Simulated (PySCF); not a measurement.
C3HClF2, SMILES FC=C=C(F)Cl. Geometry: B3LYP-D3(BJ)/def2-SVP. The structure was generated by enumeration; whether it is a known compound was not checked.

Computed equilibrium geometry at B3LYP-D3(BJ)/def2-SVP (PySCF confirms it by a frequency run) as Cartesian coordinates in Å:
```xyz
7

F     -2.7867    -0.7929    -0.3150
C     -1.8136    -0.0588    -0.8631
C     -0.5650    -0.1071    -0.4742
C      0.6890    -0.0983    -0.1080
F      1.6178    -0.8971    -0.6217
Cl     1.3437     0.9538     1.1044
H     -2.1845     0.5809    -1.6728
```
Charge 0, spin multiplicity 1.
